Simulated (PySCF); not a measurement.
## Molecular orbitals of TeC

MN15 at R = 1.887 Å; PySCF, scalar-relativistic core potentials, basis sets Te def2-TZVPP with ECP28, C def2-TZVPP. State: ¹Σ⁺ (singlet), closed shell. Only the outer orbitals are listed, counted within each symmetry, core potentials removing the inner ones.

```
orbital  occ.  ε (eV)  on Te (%)           main shells (%)
     5σ     2  -20.81         57           54 Te s, 35 C s
     6σ     2  -14.55         56  44 C s, 37 Te s, 18 Te p
     3π     2   -8.75         70           69 Te p, 29 C p
     3π     2   -8.75         70           69 Te p, 29 C p
     7σ     2   -8.69         31   49 C p, 30 Te p, 20 C s
     4π     0   -2.15         38           62 C p, 31 Te p
     4π     0   -2.15         38           62 C p, 31 Te p
     8σ     0    1.00         99  82 Te p, 16 C p, 13 Te d
```

Task: Which are the highest filled and the lowest empty level, where do they sit, and how wide is the gap?

Result: Highest filled 7σ at -8.69 eV (in %: 49 C p, 30 Te p, 20 C s); lowest empty 4π at -2.15 eV (in %: 62 C p, 31 Te p); the gap at MN15 is 6.54 eV.

The bond order (Mayer) is 2.60 and the ⟨S²⟩ is 0.000. The charge on Te (Mulliken, basis-dependent) is 0.32, the charge on Te (Löwdin, basis-dependent) is 0.50 and the dipole moment (positive dipole means Te(−)C(+)) is -2.59 D.

Spin–orbit coupling is left out.
